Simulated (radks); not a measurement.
Question: All-electron atom: Sn IV in [Kr] 4d10 5s0.75 6s0.25 (fractional occupations, a model configuration). Method: Dirac Kohn-Sham, LDA (Slater exchange, Perdew-Wang correlation), spin-unpolarised, spherical densities, finite nucleus; Fermi nuclear charge, rms radius 4.6519 fm; computed with a radial shooting solver on a logarithmic mesh with Libxc functionals.

Spin-orbit splittings of the eigenvalues, e(l+1/2) - e(l-1/2), with zeta = 2 splitting/(2l+1) and mean radii in bohr:

| shell | occ. | splitting (eV) | zeta (eV) | <r> j=l-1/2 | <r> j=l+1/2 |
|---|---|---|---|---|---|
| 2p | 6 | ? | ? | 0.1058 | 0.1112 |
| 3p | 6 | 42.05 | 28.03 | 0.3303 | 0.3415 |
| 3d | 10 | 8.690 | 3.476 | 0.3127 | 0.3163 |
| 4p | 6 | 7.670 | 5.114 | 0.8640 | 0.8940 |
| 4d | 10 | 1.074 | 0.4297 | 1.073 | 1.086 |
| 5p | 0 | 0.9260 | 0.6173 | 2.402 | 2.474 |
| 5d | 0 | 0.1023 | 0.04093 | 3.475 | 3.499 |

Estimate the 2p splitting.

Answer: 230.3 eV (zeta = 153.5 eV).
